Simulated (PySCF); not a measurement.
# Frontier orbitals and the lowest excitations

Species: C2H6B2F2O2.
Numbering: `[CH3:1][O:2][B:3]([O:4][CH3:5])[B:6]([F:7])[F:8]` (hydrogens: H9, H10, H11 on C1; H12, H13, H14 on C5)

Cartesian coordinates in Å at the PBE0-D3(BJ)/def2-SVP level; atoms count from 1:
```
atom  x, y, z in Å
C1     1.8234   -0.9175    0.5366
O2     0.4389   -0.7587    0.4032
B3    -0.1597    0.4493    0.2258
O4    -1.5087    0.5101    0.1417
C5    -2.3226   -0.6358    0.2329
B6     0.6866    1.9450    0.1086
F7     1.1421    2.4240   -1.0399
F8     0.9202    2.7073    1.1665
H9     2.3667    0.0418    0.4632
H10    2.0562   -1.3685    1.5138
H11    2.2008   -1.5862   -0.2526
H12   -3.3102   -0.3285    0.6052
H13   -2.4517   -1.0966   -0.7599
H14   -1.8937   -1.3891    0.9110
```

Computed, not measured: PySCF, TDDFT CAM-B3LYP/def2-SVPD, vertical, gas phase, core orbitals frozen in the response.

Frontier orbitals with the atoms that hold most of them (Löwdin shares over 4%, at most four atoms; ? is withheld):

```json
{"orbital": "HOMO-3", "ε (eV)": "-11.30", "atoms": "O2 26%, O4 16%, C1 13%, C5 12%"}
{"orbital": "HOMO-2", "ε (eV)": "-11.13", "atoms": "O4 43%, C5 16%, O2 9%, H14 8%"}
{"orbital": "HOMO-1", "ε (eV)": "-10.20", "atoms": "O2 24%, B3 17%, B6 16%, O4 15%"}
{"orbital": "HOMO", "ε (eV)": "?", "atoms": "?"}
{"orbital": "LUMO", "ε (eV)": "0.73", "atoms": "?"}
{"orbital": "LUMO+1", "ε (eV)": "1.03", "atoms": "B3 32%, B6 24%, O4 8%, C5 8%"}
{"orbital": "LUMO+2", "ε (eV)": "1.33", "atoms": "B3 26%, O2 20%, O4 19%, B6 11%"}
```

(1) Give the leading atoms of the LUMO.

(2) Which atoms hold the HOMO, and with what shares?

(3) What is the HOMO energy, and the HOMO–LUMO gap?

Results:

(1) B6 (bonded to B and 2 F) 26%; B3 (bonded to B and 2 O) 13%; C1 (bonded to O and 3 H) 12%; F8 (bonded to B) 11%. By element: boron 39%, carbon 12% or more, fluorine 11% or more.

(2) O4 (bonded to B and C) 37%; O2 (bonded to B and C) 27%; C5 (bonded to O and 3 H) 9%; C1 (bonded to O and 3 H) 7%. By element: oxygen 64%, carbon 16%.

(3) ε(HOMO) = -10.04 eV; the gap is 10.77 eV (0.3959 hartree).

Problem. How does S1 compare with the orbital gap of 10.77 eV?

Solution. S1 is at 7.17 eV (f = 0.029), 3.61 eV below the gap, made of HOMO-1→LUMO (67%), HOMO-1→LUMO+1 (19%). Its leading pair isn't HOMO and LUMO; the energies of that pair differ by 10.93 eV. Without the coupling terms of the response equations the lowest excitation would equal the gap.

Next come S2 at 7.59 eV (f 0.0089), HOMO-1→LUMO+2 (46%), HOMO→LUMO (41%); S3 at 7.63 eV (f 0.013), HOMO→LUMO (46%), HOMO-1→LUMO+2 (43%); S4 at 8.02 eV (f 0.039), HOMO→LUMO+1 (73%), HOMO→LUMO+2 (8%); S5 at 8.14 eV (f 0.146), HOMO→LUMO+2 (70%), HOMO→LUMO+1 (8%).

On one thread of an Intel Xeon at 2.50 GHz, shared host, this took 13 min and 1.0 GiB of memory at its peak.

One conformer stands for the species.

Without π bonds the low states are Rydberg-like; a valence basis with one diffuse set may place them up to an eV too high.
